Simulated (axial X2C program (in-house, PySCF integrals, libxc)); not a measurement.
# Outer orbitals of LiCa⁺ at 3.250 Å, HF

Calculated with an axial X2C code built on PySCF integrals. Spin-free means the one-electron spin-free X2C Hamiltonian; two-component (2c) means X2C with spin–orbit coupling and atomic mean-field two-electron Coulomb and Gaunt terms, so the difference of the two also holds small scalar two-electron terms. Basis: Ca dyall-cv3z [11s12p6d4f], Li dyall-cv3z [7s8p2d] (cores contracted in-house); Gaussian nuclei, density fitting, unrestricted open shells. Masses: Ca 39.963 u, Li 7.016 u.

The distance is close to the 2c PBE0 minimum; the highest filled and lowest empty levels are listed.

Spin-free orbitals, state M_S = 0, Λ = 0 (closed shell) (Löwdin shares):

```json
{"symmetry": "σα", "occupied": "yes", "ε (eV)": "-10.02", "atomic character": "54% Ca s, 25% Li s, 15% Li p"}
{"symmetry": "σα", "occupied": "no", "ε (eV)": "-3.89", "atomic character": "50% Ca p, 25% Li s, 15% Ca s"}
{"symmetry": "π-α", "occupied": "no", "ε (eV)": "-3.04", "atomic character": "63% Ca p, 35% Li p"}
{"symmetry": "π+α", "occupied": "no", "ε (eV)": "-3.04", "atomic character": "63% Ca p, 35% Li p"}
{"symmetry": "σα", "occupied": "no", "ε (eV)": "-2.58", "atomic character": "46% Li p, 24% Li s, 19% Ca p"}
```

One partner of each degenerate Kramers or spin pair is listed.

Spinors with spin–orbit coupling (state Ω = 0):

| ω | occupied | ε (eV) | atomic character | λ mixture |
| --- | --- | --- | --- | --- |
| 1/2 | yes | -10.02 | 54% Ca s, 25% Li s, 15% Li p | 100% σ |
| 1/2 | no | -3.89 | 50% Ca p, 25% Li s, 15% Ca s | 100% σ |
| 1/2 | no | -3.04 | 63% Ca p, 35% Li p | 100% π |
| 3/2 | no | -3.04 | 63% Ca p, 35% Li p | 100% π |
| 1/2 | no | -2.58 | 46% Li p, 24% Li s, 19% Ca p | 100% σ |

One partner of each degenerate Kramers or spin pair is listed.

Mulliken charges and populations of the two-component result (they depend on the basis, above all on diffuse functions):

Ca 0.56 e (s 7.33 p 12.08 d 0.03), Li 0.44 e (s 2.41 p 0.15 d 0.01).

The state is a single determinant with fixed occupations, the lowest that a limited PBE0 search found.
